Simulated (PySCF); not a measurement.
## TeC⁺: frontier orbitals

PW91 at R = 1.858 Å; Te def2-SVPD with ECP28, C def2-SVPD; scalar-relativistic core potentials (PySCF 2.14). State: ²Σ⁺ (doublet), unpaired electrons σ ↑. Only the outer orbitals are listed, counted within each symmetry, core potentials removing the inner ones.

```json
{"spin": "α", "orbital": "5σ", "occ.": "1", "ε (eV)": "-25.79", "on Te (%)": "61", "main shells (%)": "54 Te s, 34 C s"}
{"spin": "α", "orbital": "6σ", "occ.": "1", "ε (eV)": "-20.11", "on Te (%)": "53", "main shells (%)": "45 C s, 39 Te s, 14 Te p"}
{"spin": "α", "orbital": "7σ", "occ.": "1", "ε (eV)": "-15.55", "on Te (%)": "35", "main shells (%)": "55 C p, 30 Te p, 11 C s"}
{"spin": "α", "orbital": "3π", "occ.": "1", "ε (eV)": "-14.69", "on Te (%)": "48", "main shells (%)": "51 C p, 47 Te p"}
{"spin": "α", "orbital": "3π", "occ.": "1", "ε (eV)": "-14.69", "on Te (%)": "48", "main shells (%)": "51 C p, 47 Te p"}
{"spin": "α", "orbital": "4π", "occ.": "0", "ε (eV)": "-11.11", "on Te (%)": "55", "main shells (%)": "51 Te p, 45 C p"}
{"spin": "α", "orbital": "4π", "occ.": "0", "ε (eV)": "-11.11", "on Te (%)": "55", "main shells (%)": "51 Te p, 45 C p"}
{"spin": "α", "orbital": "8σ", "occ.": "0", "ε (eV)": "-6.84", "on Te (%)": "79", "main shells (%)": "49 Te p, 26 Te d, 16 C p"}
{"spin": "β", "orbital": "5σ", "occ.": "1", "ε (eV)": "-25.40", "on Te (%)": "67", "main shells (%)": "62 Te s, 26 C s"}
{"spin": "β", "orbital": "6σ", "occ.": "1", "ε (eV)": "-19.21", "on Te (%)": "59", "main shells (%)": "41 C s, 34 Te s, 23 Te p"}
{"spin": "β", "orbital": "3π", "occ.": "1", "ε (eV)": "-14.37", "on Te (%)": "68", "main shells (%)": "67 Te p, 30 C p"}
{"spin": "β", "orbital": "3π", "occ.": "1", "ε (eV)": "-14.37", "on Te (%)": "68", "main shells (%)": "67 Te p, 30 C p"}
{"spin": "β", "orbital": "7σ", "occ.": "0", "ε (eV)": "-13.01", "on Te (%)": "28", "main shells (%)": "39 C p, 33 C s, 28 Te p"}
{"spin": "β", "orbital": "4π", "occ.": "0", "ε (eV)": "-10.38", "on Te (%)": "38", "main shells (%)": "63 C p, 31 Te p"}
{"spin": "β", "orbital": "4π", "occ.": "0", "ε (eV)": "-10.38", "on Te (%)": "38", "main shells (%)": "63 C p, 31 Te p"}
```

Problem. Which are the highest filled and the lowest empty level, where do they sit, and how wide is the gap?

Solution. Highest filled β 3π at -14.37 eV (in %: 67 Te p, 30 C p); lowest empty β 7σ at -13.01 eV (in %: 39 C p, 33 C s, 28 Te p); the gap at PW91 is 1.36 eV.

| Item | Value |
| --- | --- |
| bond order (Mayer) | 2.76 |
| ⟨S²⟩ | 0.836 |
| charge on Te (Mulliken, basis-dependent) | 0.93 |
| charge on Te (Löwdin, basis-dependent) | 1.19 |
| dipole moment (positive dipole points towards C; it is taken about the centre of mass and depends on that origin) | 0.17 D |

Spin–orbit coupling is left out. The state was picked by a PBE0 search and need not be the measured ground state.
